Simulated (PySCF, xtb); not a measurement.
C2H7ClSi3, SMILES Cl[Si@@H]1C=C[SiH2][SiH2]1.

GFN2-xTB run with xtb at its own geometry gives an orbital gap of 2.78 eV and a dipole moment of 1.84 D.

Geometry: B3LYP-D3(BJ)/def2-SVP. The structure was generated by enumeration; whether it is a known compound was not checked.

Task: What does CAM-B3LYP/def2-TZVP (PySCF) give? (The exact figures need the calculation; the answer reports its results.)

Result: gap 8.59 eV (levels -8.77 and -0.18 eV), dipole 1.78 D.
